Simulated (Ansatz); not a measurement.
# Nudged elastic band run: CH₇NOSSi

Input:

```yaml
crystal:
  periodic: [false, false, false]
  atoms:
    - { symbol: C, position_ang: [-1.857002, 1.127852, -0.486971] }
    - { symbol: S, position_ang: [-1.453154, -0.475032, 0.290061] }
    - { symbol: Si, position_ang: [0.666694, -0.333394, 0.028875] }
    - { symbol: "N", position_ang: [1.593154, -1.792553, 0.428696] }
    - { symbol: O, position_ang: [1.170138, 0.920443, 1.082846] }
    - { symbol: H, position_ang: [-1.532471, 1.181576, -1.538897] }
    - { symbol: H, position_ang: [-2.94875, 1.251919, -0.46671] }
    - { symbol: H, position_ang: [-1.4118, 1.979362, 0.051842] }
    - { symbol: H, position_ang: [0.999054, -0.051903, -1.364301] }
    - { symbol: H, position_ang: [1.42095, -2.537178, -0.291682] }
    - { symbol: H, position_ang: [1.243607, -2.225153, 1.319475] }
    - { symbol: H, position_ang: [2.186481, 0.898762, 0.980664] }
basis:
  gaussian: { orbitals: STO-3G }
hamiltonian:
  xc: r2scan
neb:
  order_check: false
  images: 5
  f_tol: 0.05
  max_iterations: 60
  final_atoms:
    - { symbol: C, position_ang: [-1.90856442, 0.7146942, -0.6443838] }
    - { symbol: S, position_ang: [-1.10891839, 0.75342455, 0.99720804] }
    - { symbol: Si, position_ang: [0.85044794, 0.18995914, 0.3503267] }
    - { symbol: "N", position_ang: [1.24565913, -1.52602092, 0.10930744] }
    - { symbol: O, position_ang: [1.8631341, 0.72775921, 1.62049954] }
    - { symbol: H, position_ang: [-1.96105846, -0.30046953, -1.07077704] }
    - { symbol: H, position_ang: [-2.93927797, 1.07799706, -0.53034798] }
    - { symbol: H, position_ang: [-1.4025919, 1.36382231, -1.37690942] }
    - { symbol: H, position_ang: [1.12141374, 0.79189826, -0.95115051] }
    - { symbol: H, position_ang: [0.83298186, -1.87410933, -0.79156907] }
    - { symbol: H, position_ang: [0.78756703, -2.12740412, 0.83835948] }
    - { symbol: H, position_ang: [2.69610834, 0.15315017, 1.48333462] }
  initial_path:
    images:
      - { positions_ang: [[-1.857002, 1.127852, -0.486971], [-1.453154, -0.475032, 0.290061], [0.666694, -0.333394, 0.028875], [1.593154, -1.792553, 0.428696], [1.170138, 0.920443, 1.082846], [-1.532471, 1.181576, -1.538897], [-2.94875, 1.251919, -0.46671], [-1.4118, 1.979362, 0.051842], [0.999054, -0.051903, -1.364301], [1.42095, -2.537178, -0.291682], [1.243607, -2.225153, 1.319475], [2.186481, 0.898762, 0.980664]] }
      - { positions_ang: [[-1.88007277, 1.04558164, -0.51473825], [-1.35352682, -0.31890698, 0.43307209], [0.72455352, -0.22071111, 0.05707161], [1.53883539, -1.7327199, 0.36220967], [1.37438938, 0.86216185, 1.13470252], [-1.63498125, 0.92798693, -1.55183841], [-2.9740886, 1.15188749, -0.44204937], [-1.46353659, 1.96658569, -0.19373331], [1.03677625, 0.13654538, -1.30801349], [1.25408136, -2.4031766, -0.3584338], [1.13516043, -2.14698902, 1.24958116], [2.31931072, 0.67645562, 1.16606758]] }
      - { positions_ang: [[-1.90314355, 0.96331128, -0.5425055], [-1.25389965, -0.16278196, 0.57608317], [0.78241303, -0.10802822, 0.08526821], [1.48451678, -1.67288679, 0.29572334], [1.57864076, 0.80388071, 1.18655904], [-1.7374915, 0.67439787, -1.56477983], [-2.99942721, 1.05185598, -0.41738873], [-1.51527319, 1.95380939, -0.43930862], [1.07449851, 0.32499375, -1.25172597], [1.08721272, -2.26917521, -0.42518559], [1.02671386, -2.06882504, 1.17968733], [2.45214044, 0.45414925, 1.35147116]] }
      - { positions_ang: [[-1.92621432, 0.88104092, -0.57027275], [-1.15427247, -0.00665695, 0.71909426], [0.84027255, 0.00465467, 0.11346482], [1.43019817, -1.61305369, 0.22923701], [1.78289214, 0.74559956, 1.23841556], [-1.84000175, 0.4208088, -1.57772124], [-3.02476581, 0.95182446, -0.3927281], [-1.56700978, 1.94103308, -0.68488393], [1.11222076, 0.51344213, -1.19543846], [0.92034407, -2.13517381, -0.49193739], [0.91826729, -1.99066106, 1.10979349], [2.58497016, 0.23184287, 1.53687473]] }
      - { positions_ang: [[-1.92033102, 0.82559201, -0.59497643], [-1.13915445, 0.24670355, 0.81179885], [0.84366435, 0.06642283, 0.19241878], [1.36868516, -1.58404276, 0.18926049], [1.80963946, 0.73965278, 1.36577689], [-1.88035398, 0.18038269, -1.40873984], [-2.99626987, 0.99388199, -0.43860139], [-1.51220382, 1.74862949, -0.91555909], [1.11528509, 0.60626084, -1.11400914], [0.89122333, -2.04815232, -0.59181461], [0.87470053, -2.03624208, 1.01931548], [2.62201622, 0.20561197, 1.51902803]] }
      - { positions_ang: [[-1.91444772, 0.77014311, -0.61968012], [-1.12403642, 0.50006405, 0.90450345], [0.84705614, 0.12819098, 0.27137274], [1.30717214, -1.55503184, 0.14928397], [1.83638678, 0.73370599, 1.49313821], [-1.92070622, -0.06004342, -1.23975844], [-2.96777392, 1.03593953, -0.48447469], [-1.45739786, 1.5562259, -1.14623425], [1.11834941, 0.69907955, -1.03257983], [0.86210259, -1.96113083, -0.69169184], [0.83113378, -2.0818231, 0.92883748], [2.65906228, 0.17938107, 1.50118132]] }
      - { positions_ang: [[-1.90856442, 0.7146942, -0.6443838], [-1.10891839, 0.75342455, 0.99720804], [0.85044794, 0.18995914, 0.3503267], [1.24565913, -1.52602092, 0.10930744], [1.8631341, 0.72775921, 1.62049954], [-1.96105846, -0.30046953, -1.07077704], [-2.93927797, 1.07799706, -0.53034798], [-1.4025919, 1.36382231, -1.37690942], [1.12141374, 0.79189826, -0.95115051], [0.83298186, -1.87410933, -0.79156907], [0.78756703, -2.12740412, 0.83835948], [2.69610834, 0.15315017, 1.48333462]] }
```

Command:

```bash
$ ansatz run input.yaml --threads 1 --pin off --max-ram 2048MiB --backend cpu --events-out ev --progress --plain --runs-dir out
```

Output, in part (warnings, iteration lines, the closing report on the highest movable image, with atoms numbered from 0):

```
NEB end point (image 0): max|allowed force component| = 1.376e-2 eV/Å (the criterion of neb.relax_end_points is 1.000e-2)
NEB end point (image 6): max|allowed force component| = 1.359e-2 eV/Å (the criterion of neb.relax_end_points is 1.000e-2)
NEB iter   1: max|band force component| = 3.738e0 eV/Å  barrier→ = 0.6827 eV  barrier← = 0.7157 eV  Δτ_max = 0.1984 Å  (154 SCF iters)
NEB iter   2: max|band force component| = 1.392e0 eV/Å  barrier→ = 0.1499 eV  barrier← = 0.1829 eV  Δτ_max = 0.2000 Å  (117 SCF iters)
NEB iter   3: max|band force component| = 7.803e-1 eV/Å  barrier→ = 0.0937 eV  barrier← = 0.1266 eV  Δτ_max = 0.1351 Å  (123 SCF iters)
NEB iter   4: max|band force component| = 2.423e-1 eV/Å  barrier→ = 0.0166 eV  barrier← = 0.0496 eV  CI = image 3  Δτ_max = 0.0392 Å  (125 SCF iters)
NEB iter   5: max|band force component| = 1.145e-1 eV/Å  barrier→ = 0.0043 eV  barrier← = 0.0373 eV  CI = image 3  Δτ_max = 0.0686 Å  (124 SCF iters)
NEB iter   6: max|band force component| = 5.402e-2 eV/Å  barrier→ = -0.0005 eV  barrier← = 0.0324 eV  CI = image 3  Δτ_max = 0.0383 Å  (120 SCF iters)
NEB iter   7: max|band force component| = 8.738e-2 eV/Å  barrier→ = -0.0007 eV  barrier← = 0.0322 eV  CI = image 2  Δτ_max = 0.0282 Å  (113 SCF iters)
NEB iter   8: max|band force component| = 3.489e-2 eV/Å  barrier→ = -0.0009 eV  barrier← = 0.0320 eV  CI = image 1  Δτ_max = 0.0000 Å  (233 SCF iters)
Total energy: -23126.77519805 eV, -849.8933126372 hartree
Atom 0 at    -1.889184     1.095242    -0.541092 Å, force    -0.001733    -0.003691     0.000987 eV/Å
Atom 1 at    -1.423392    -0.323106     0.510135 Å, force     0.000666     0.000058     0.000795 eV/Å
Atom 2 at     0.680042    -0.260406     0.117219 Å, force    -0.003284     0.004245    -0.001143 eV/Å
Atom 3 at     1.574015    -1.776248     0.356999 Å, force     0.009523    -0.002859     0.001184 eV/Å
Atom 4 at     1.334080     0.884240     1.211255 Å, force    -0.003733    -0.000843     0.000098 eV/Å
Atom 5 at    -1.572014     0.967227    -1.588446 Å, force     0.000612     0.000445    -0.002798 eV/Å
Atom 6 at    -2.984736     1.181495    -0.530365 Å, force    -0.000894     0.001199     0.001063 eV/Å
Atom 7 at    -1.475518     2.047997    -0.173857 Å, force     0.001479     0.001770     0.000119 eV/Å
Atom 8 at     0.908353     0.093840    -1.279969 Å, force     0.001554     0.001212     0.000572 eV/Å
Atom 9 at     1.308688    -2.469914    -0.385892 Å, force    -0.003971    -0.001889    -0.001094 eV/Å
Atom 10 at     1.276840    -2.246747     1.247892 Å, force    -0.001724     0.000636     0.000775 eV/Å
Atom 11 at     2.339727     0.751082     1.090020 Å, force     0.001503    -0.000283    -0.000557 eV/Å
Dipole moment:     0.014102    -0.144109    -0.218012 e Å
```

It converged. The highest image is an end point: on this band no image between the ends rises above it. Limits of this set-up: minimal basis.

Final band (atoms are numbered from 1 in the order of the input):

```json
{"image": "0", "path coordinate (Å)": "0.00", "energy (kJ/mol)": "0.0", "dihedral C1–S2–Si3–O5 (°)": "69"}
{"image": "1", "path coordinate (Å)": "0.62", "energy (kJ/mol)": "-0.1", "dihedral C1–S2–Si3–O5 (°)": "85"}
{"image": "2", "path coordinate (Å)": "1.24", "energy (kJ/mol)": "-0.1", "dihedral C1–S2–Si3–O5 (°)": "100"}
{"image": "3", "path coordinate (Å)": "1.88", "energy (kJ/mol)": "-0.3", "dihedral C1–S2–Si3–O5 (°)": "114"}
{"image": "4", "path coordinate (Å)": "2.51", "energy (kJ/mol)": "-1.4", "dihedral C1–S2–Si3–O5 (°)": "131"}
{"image": "5", "path coordinate (Å)": "3.15", "energy (kJ/mol)": "-2.6", "dihedral C1–S2–Si3–O5 (°)": "145"}
{"image": "6", "path coordinate (Å)": "3.78", "energy (kJ/mol)": "-3.2", "dihedral C1–S2–Si3–O5 (°)": "160"}
```

Run time: 120 s on 1 thread of Intel(R) Xeon(R) Platinum 8488C (Sapphire Rapids), with other jobs on the host, peak memory 0.14 GiB.
